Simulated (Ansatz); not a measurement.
Total energies of `C[Si](C)(C)C#C/C=C/c1ccc(/C=C/c2ccc(/C=C/c3ccc(/C=C/c4ccc(C#C[Si](C)(C)C)cc4)cc3)cc2)cc1` from Ansatz at PBE-D4/def2-SVP, gas phase (1 Eh = 27.2114 eV = 2625.5 kJ/mol). The reference geometry is relaxed at PBE-D4/def2-SVP.

```csv
state,geometry,energy (Eh)
charge 0 singlet,reference,-2201.05046
charge 1 doublet,reference,-2200.83312
charge -1 doublet,reference,-2201.12379
free C atom (triplet),–,-37.75124
free Si atom (triplet),–,-289.12416
free H atom (doublet),–,-0.49863
```

Single mean-field runs in def2-SVP are fitted with def2-universal-jkfit.

Question: Work out the vertical ionisation energy to the doublet.

Answer: E(charge 1 doublet) − E(charge 0 singlet) = -2200.83312 − (-2201.05046) = 0.21734 Eh = 5.91 eV. For comparison, −ε of the highest occupied level is 4.71 eV at this level, 1.20 eV less.

Question: Work out the vertical electron affinity, to the doublet.

Answer: E(charge 0 singlet) − E(charge -1 doublet) = -2201.05046 − (-2201.12379) = 0.07333 Eh = 2.00 eV. The basis lacks diffuse functions, which makes affinities too small.

Question: Give the fundamental gap IE − EA, the Mulliken electronegativity (IE + EA)/2 and the hardness (IE − EA)/2.

Answer: From the values in Eh: IE − EA = 0.21734 − 0.07333 = 0.14401 Eh = 3.92 eV; (IE + EA)/2 = 3.95 eV; (IE − EA)/2 = 1.96 eV. The HOMO–LUMO gap of the same run is 1.62 eV, 2.30 eV smaller than the fundamental gap.

Question: What is the binding energy per atom against free atoms?

Answer: Atoms: 42 × (-37.75124) + 2 × (-289.12416) + 42 × (-0.49863) = -2184.74286 Eh. Binding: -2184.74286 − (-2201.05046) = 16.30760 Eh = 443.75 eV, or 5.16 eV for each of 86 atoms (no zero-point energy, no counterpoise term).
